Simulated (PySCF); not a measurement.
Gas-phase reaction: GaNH2 + Ga2H6 ⇌ GaH3.NH3 + 2 GaH

Method: PySCF energies plus ideal-gas RRHO corrections (1 bar). † marks an energy on the PBE0/def2-TZVP geometry and frequencies; other levels use their own. MP2 and CCSD(T) freeze the core. 6-31G* has spherical d functions here. All species are closed-shell singlets. B3LYP is the form with VWN-RPA correlation. Ga: all electrons, no relativistic terms. Adducts (GaH3.NH3) have no counterpoise correction, and HF, PBE, BLYP, B3LYP and PBE0 lack dispersion. GaNH2, Ga2H6, GaH3.NH3, GaH: computed as isolated molecules; such fragments, hydroxides, amides, oligomers or adducts are transient or little studied in the gas. MP2 isn't extrapolated to the basis-set limit; its ΔH°(298 K) is 169.1 kJ in def2-SVP and 201.3 kJ in def2-TZVPP. CCSD(T) isn't extrapolated to the basis-set limit; its ΔH°(298 K) is 146.8 kJ in def2-SVP and 179.9 kJ in def2-TZVPP. The harmonic model lacks anharmonicity and excited electronic states, which grow with temperature; levels with a mode under 35 cm⁻¹ are left out. Soft modes under 120 cm⁻¹ make the harmonic entropy rough for GaH3.NH3.

ΔH° and ΔS° at 298 K: B3LYP/6-31G* 115 kJ, 133 J/K; B3LYP/def2-TZVP† 143 kJ, 135 J/K; BLYP/def2-TZVP† 135 kJ, 135 J/K; CCSD(T)/def2-TZVPP† 180 kJ, 135 J/K; M06-2X/def2-TZVP† 173 kJ, 135 J/K; MP2/def2-SVP† 169 kJ, 135 J/K.

Problem. With the heat capacities included, give log10 K (1 bar) at 500, 600, 800, 1400, 1800 K from B3LYP/6-31G*, B3LYP/def2-TZVP†, BLYP/def2-TZVP†, CCSD(T)/def2-TZVPP†, M06-2X/def2-TZVP†, MP2/def2-SVP†.

Solution. 
| T (K) | B3LYP/6-31G* | B3LYP/def2-TZVP† | BLYP/def2-TZVP† | CCSD(T)/def2-TZVPP† | M06-2X/def2-TZVP† | MP2/def2-SVP† |
|---|---|---|---|---|---|---|
| 500 | -5.1 | -7.9 | -7.1 | -11.7 | -11.1 | -10.6 |
| 600 | -3.1 | -5.4 | -4.7 | -8.6 | -8.1 | -7.7 |
| 800 | -0.7 | -2.4 | -1.8 | -4.8 | -4.3 | -4.1 |
| 1400 | 2.4 | 1.5 | 1.8 | 0.1 | 0.4 | 0.5 |
| 1800 | 3.2 | 2.6 | 2.8 | 1.5 | 1.7 | 1.8 |
